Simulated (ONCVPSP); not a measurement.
## What one change does to a pseudopotential (Ca (Z = 20), ONCV)

| Item | Value |
| --- | --- |
| Element | Ca (Z = 20) |
| Generator | ONCVPSP 4.0.1 |
| Type | optimised norm-conserving Vanderbilt (ONCV) |
| Functional | LDA (Perdew-Zunger) |
| Relativity | scalar-relativistic |
| Frozen core | [Ar] |
| Valence charge | 2 |
| Reference configuration | 4s1.5 4p0.5 |
| Partial waves | 4s: rc 3.55 bohr, ncon 4, nbas 8, qcut 2.3 1/bohr, 2 projectors, debl 0.6 Ha; 4p: rc 3.70 bohr, ncon 4, nbas 7, qcut 2.5 1/bohr, 2 projectors, debl 2.4 Ha; d scattering state at 0.24 Ha: rc 3.90 bohr, ncon 3, nbas 7, qcut 2.7 1/bohr, 2 projectors, debl 1 Ha |
| Local potential | polynomial inside 3.10 bohr (lpopt 4, dvloc0 2 Ha) |
| Core correction | none |

In the d channel the program set the typed energies aside and used -0.099, 0.901 Ha.

All-electron outer shells of the reference configuration (LDA (Perdew-Zunger), scalar-relativistic, ld1.x):

```tsv
shell	level (eV)	outermost node (bohr)	outermost maximum (bohr)
3p	-28.67	0.42	1.04
4s	-4.22	1.43	3.29
4p	-1.73	1.62	4.34
```

Change: all radii scaled by about 1.31 (s 4.64, p 4.84, d 5.10 bohr); local potential polynomial inside 4.06 bohr (lpopt 4, dvloc0 2 Ha).

Cutoffs: the cutoffs (Ha) at which the residual kinetic energy of the hardest occupied pseudo-wave falls to 1 and 0.1 mHa per electron; they do not see the model core or the augmentation charge, which bear on the density cutoff. Errors are all-electron minus pseudo energies relative to the spin-unpolarised reference configuration.

Q: How do hardness, ghosts and transferability respond?

A: The potential gets softer (1.9 Ha and 2.7 Ha → 1.4 Ha and 2.0 Ha); a bound ghost appears in p, which as a rule spoils a file; the number of tests with a reliable result goes from 4 to 2. A larger radius leaves more room for a smooth pseudo-wave, so fewer plane waves are needed.

```tsv
quantity	base	changed
cutoff, loose	1.9 Ha	1.4 Ha
cutoff, tight	2.7 Ha	2.0 Ha
loose cutoff by channel	s 1.9 Ha, p 1.1 Ha	s 1.4 Ha, p 0.8 Ha
bound ghosts	none	p
GHOST(+) flags under 300 eV	none	none
tests with a reliable result	4 of 4	2 of 4
error for 4s2 4p0, meV [ΔE -1.23 eV]	+2.9	+1.6
error for 4s1.5 4p0, meV [ΔE 1.34 eV]	+0.5	+0.8
```

Base: The cutoffs count occupied waves only; projector 2 of the d channel, the hardest unoccupied one, needs 19 Ha at the loose tolerance. Changed file: The cutoffs count occupied waves only; projector 2 of the d channel, the hardest unoccupied one, needs 9 Ha at the loose tolerance. A true bound ghost makes a file unfit for plane-wave use even where its test errors are small: the radial tests pick states by their node count and pass the ghost by.
